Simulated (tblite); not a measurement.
Compound: C₅H₈FNSi (charge -1 and doublet state).
Bonds: C1–C2, C2–C3 (double), C3–F4, C3–N5, N5–Si6, N5–C7, C7–C8, C2–C8. Hydrogens: H9, H10, H11 on C1; H12, H13, H14 on Si6; H15 on C7; H16 on C8.
Bond orders are those of one Lewis drawing.

Computed with GFN2-xTB (tblite), gas phase: L-BFGS steps from a force-field or distance-geometry start until the largest atomic force falls under 0.01 eV/Å.

Geometry at step 29:
```
atom  x, y, z in Å
C1     -2.5856   -0.4521    0.4905
C2     -1.2422    0.0293    0.0341
C3     -0.0176   -0.3811    0.5382
F4      0.2004   -1.3975    1.4424
N5      1.0486    0.2348   -0.0694
Si6     2.7094   -0.3717    0.0351
C7      0.4594    1.0921   -0.9889
C8     -0.9219    0.9884   -0.9434
H9     -3.1761   -0.8663   -0.3341
H10    -3.1618    0.3664    0.9348
H11    -2.4634   -1.2278    1.2485
H12     3.2999   -1.7628    0.0080
H13     2.9002   -0.0817    1.4949
H14     3.4854    0.5905   -0.7547
H15     1.0868    1.7162   -1.5967
H16    -1.6291    1.5320   -1.5507
```

Q: What forces act on the atoms?

A: 
```json
{"atom": "C1", "Fx (eV/Å)": "0.034", "Fy (eV/Å)": "0.042", "Fz (eV/Å)": "0.003"}
{"atom": "C2", "Fx (eV/Å)": "0.066", "Fy (eV/Å)": "-0.075", "Fz (eV/Å)": "0.021"}
{"atom": "C3", "Fx (eV/Å)": "0.049", "Fy (eV/Å)": "0.011", "Fz (eV/Å)": "-0.060"}
{"atom": "F4", "Fx (eV/Å)": "-0.060", "Fy (eV/Å)": "0.112", "Fz (eV/Å)": "-0.016"}
{"atom": "N5", "Fx (eV/Å)": "-0.041", "Fy (eV/Å)": "0.020", "Fz (eV/Å)": "0.064"}
{"atom": "Si6", "Fx (eV/Å)": "-0.235", "Fy (eV/Å)": "-0.047", "Fz (eV/Å)": "-0.100"}
{"atom": "C7", "Fx (eV/Å)": "-0.053", "Fy (eV/Å)": "-0.060", "Fz (eV/Å)": "-0.030"}
{"atom": "C8", "Fx (eV/Å)": "-0.013", "Fy (eV/Å)": "-0.069", "Fz (eV/Å)": "0.112"}
{"atom": "H9", "Fx (eV/Å)": "0.060", "Fy (eV/Å)": "0.037", "Fz (eV/Å)": "0.016"}
{"atom": "H10", "Fx (eV/Å)": "-0.034", "Fy (eV/Å)": "-0.016", "Fz (eV/Å)": "-0.021"}
{"atom": "H11", "Fx (eV/Å)": "0.011", "Fy (eV/Å)": "0.038", "Fz (eV/Å)": "-0.067"}
{"atom": "H12", "Fx (eV/Å)": "0.129", "Fy (eV/Å)": "0.152", "Fz (eV/Å)": "-0.094"}
{"atom": "H13", "Fx (eV/Å)": "0.038", "Fy (eV/Å)": "-0.043", "Fz (eV/Å)": "0.237"}
{"atom": "H14", "Fx (eV/Å)": "-0.002", "Fy (eV/Å)": "-0.109", "Fz (eV/Å)": "-0.059"}
{"atom": "H15", "Fx (eV/Å)": "-0.020", "Fy (eV/Å)": "0.023", "Fz (eV/Å)": "-0.014"}
{"atom": "H16", "Fx (eV/Å)": "0.071", "Fy (eV/Å)": "-0.016", "Fz (eV/Å)": "0.008"}
```

The largest, 0.26 eV/Å, acts on Si6; the rms over all components is 0.076 eV/Å. The forces sum to zero within rounding, as they must for an isolated molecule in no field.

Q: Give the force on Si6 in Eh/bohr and in nN.

A: 0.260 eV/Å ÷ 51.422 = 0.00505 Eh/bohr, and 0.260 eV/Å × 1.602 = 0.42 nN.

Q: How far is this geometry from the end of the optimisation?

A: 0.141 eV above it, and 0.296 Å rms away after alignment. The bonds farthest from their final lengths, with half the difference of the two atoms' forces along the bond (positive lengthens):

```csv
bond,now (Å),final (Å),force along bond (eV/Å)
N5–Si6,1.771,1.812,-0.08
Si6–H13,1.501,1.472,+0.18
Si6–H12,1.511,1.529,-0.02
Si6–H14,1.467,1.482,+0.03
N5–C7,1.388,1.377,+0.01
C3–N5,1.373,1.362,-0.06
```

The angle farthest from its final value is N5–Si6–H12, 132.9° against 151.8°.

Of the 6 listed bonds off by 0.010 Å or more, this force points towards the final length in 2.

The cost below is that of the whole relaxation. On one thread, Arm Neoverse V1 (aarch64), no GPU, on a shared host, this took 0.72 s of wall time.
